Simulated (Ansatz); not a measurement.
Reaction (redistribution): `FB[SiH2][SiH3]` + `[CH3][GeH]([SiH3])[Cl]` → `[SiH3]B[SiH2][SiH3]` + `[CH3][GeH]([F])[Cl]`

Isolated molecules relaxed with PBE0-D4/def2-TZVP in Ansatz; ΔE leaves out vibrations. CCSD(T)/CBS adds triple-zeta CCSD(T) − MP2 to the extrapolated MP2 energy (def2 sets, frozen cores). DFT in def2-TZVPP. For Ge outer-core shells are correlated without core-valence functions, which leaves a few kJ/mol of doubt a bond. Scalar relativity is left out up to krypton. One conformer a species, not always the lowest.

Problem. Is it downhill or uphill in electronic energy at CCSD(T)/CBS, and by how much? (Estimate.)

Solution. Ansatz gave: Uphill: ΔE = +90.5 kJ/mol.

Problem. What do these levels give: PBE0-D4, ωB97M-V, B2PLYP, r2SCAN, SCS-MP2/def2-TZVPP, SCS-MP2/def2-QZVPP? (An estimate is asked.)

Solution. The calculation gave: PBE0-D4 91.8, ωB97M-V 91.7, B2PLYP 93.0, r2SCAN 86.6, SCS-MP2/def2-TZVPP 90.7, SCS-MP2/def2-QZVPP 89.7 kJ/mol.

Largest T1 diagnostic among the species: 0.015.
